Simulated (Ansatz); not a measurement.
H₄F₂OSi₂ (SMILES O[Si](F)(F)[SiH3]), singlet, geometry from GFN2-xTB, with bond 6-1 at 1.4 times its length; CASSCF(2,3)/STO-3G (Ansatz, an electronic-structure program).

Here is a job for Ansatz.
Ansatz 0.2 input:
```yaml
crystal:
  periodic: [false, false, false]
  atoms:
    - {symbol: O, position_ang: [-0.78925999, 0.81095077, -1.36203942]}
    - {symbol: Si, position_ang: [-0.35781682, -0.06572688, -0.08539671]}
    - {symbol: F, position_ang: [-0.74336833, -1.59853305, -0.38462310]}
    - {symbol: F, position_ang: [-1.42529929, 0.20765253, 1.08649939]}
    - {symbol: Si, position_ang: [1.82324342, 0.34619478, 0.42082349]}
    - {symbol: H, position_ang: [-2.01761268, 0.78019549, -1.89370686]}
    - {symbol: H, position_ang: [2.02891960, 1.75634343, 0.76517673]}
    - {symbol: H, position_ang: [2.25437275, -0.46040458, 1.56814923]}
    - {symbol: H, position_ang: [2.69947856, 0.01884650, -0.70807027]}
basis:
  gaussian:
    orbitals: STO-3G
hamiltonian:
  xc: hf
magnetization: {spin_polarized: false}
correlation: {active_space: {window: {electrons: 2, orbitals: 3}}}
```

What the program printed (banner, timings and long lists left out):

```
Functional definition: HF
456 factors; integrals over basis functions are off by at most 3.9e-5 eV
mean field evaluation 1: about -22946.6562 eV, gradient 3.1e1 eV
mean field evaluation 2: about -22946.7323 eV, gradient 3.1e1 eV
mean field evaluation 4: about -22950.9849 eV, gradient 2.0e0 eV
mean field evaluation 8: about -22951.0068 eV, gradient 8.6e-5 eV
mean field -22951.00676672 eV, -843.4339419258 hartree, gradient 1.0e-6 eV, S^2 0.000000; 0 other end points of the search recorded, 0 dependent functions left out
reference -22951.00676672 eV, -843.4339419258 hartree; 29, 29 occupied and 8, 8 virtual orbitals, 456 factors
state -22952.37576129 eV, -843.4842515482 hartree
Total energy: -22952.37576129 eV, -843.4842515482 hartree
```
